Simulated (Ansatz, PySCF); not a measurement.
The pair A = NH3 (SMILES N) (first 4 atoms), B = PH3 (SMILES P); geometry from B3LYP-D3(BJ)/def2-TZVP.
(charge 0, multiplicity 1):
| atom | x (Å) | y (Å) | z (Å) |
|---|---|---|---|
| N | -0.0643 | -0.1165 | 0.0765 |
| H | -0.9063 | -0.6806 | 0.0766 |
| H | -0.3421 | 0.8358 | -0.1314 |
| H | 0.5202 | -0.4387 | -0.6864 |
| P | -0.0889 | 0.4472 | 3.2502 |
| H | 1.1566 | 0.9473 | 2.8024 |
| H | 0.2700 | 0.5195 | 4.6256 |
| H | 0.2987 | -0.9077 | 3.1233 |

Rows in 6-31G* carry no dispersion term and start afresh at each structure (6-31G* with six Cartesian d functions).

Programs: Ansatz (a quantum-chemistry and plane-wave program) with Gaussian orbitals; PySCF for 6-31G* rows. 

Total energies (hartree), monomers frozen at their geometry in the pair:

```json
[
 {"structure": "AB", "PBE/def2-TZVPPD": "-399.4986533", "B3LYP/6-31G*": "-399.6914699", "B3LYP/def2-TZVPPD": "-399.7688831"},
 {"structure": "A in the pair's basis", "PBE/def2-TZVPPD": "-56.5127750", "B3LYP/6-31G*": "-56.5497590", "B3LYP/def2-TZVPPD": "-56.5904209"},
 {"structure": "B in the pair's basis", "PBE/def2-TZVPPD": "-342.9840437", "B3LYP/6-31G*": "-343.1403552", "B3LYP/def2-TZVPPD": "-343.1778018"},
 {"structure": "A", "PBE/def2-TZVPPD": "-56.5126124", "B3LYP/6-31G*": "-56.5477529", "B3LYP/def2-TZVPPD": "-56.5902846"},
 {"structure": "B", "PBE/def2-TZVPPD": "-342.9839937", "B3LYP/6-31G*": "-343.1402009", "B3LYP/def2-TZVPPD": "-343.1777546"}
]
```

**Question.** Work out the interaction energy without and with the counterpoise correction, and the superposition error, for each level.

**Answer.** 
E(AB) − E(A) − E(B), times 627.509 kcal/mol, with the monomers in their own basis and then in the pair's basis:
- PBE/def2-TZVPPD: -1.28 uncorrected, -1.15 corrected; the monomers gain 0.13 kcal/mol from borrowed functions
- B3LYP/6-31G*: -2.21 uncorrected, -0.85 corrected; the monomers gain 1.36 kcal/mol from borrowed functions
- B3LYP/def2-TZVPPD: -0.53 uncorrected, -0.41 corrected; the monomers gain 0.12 kcal/mol from borrowed functions
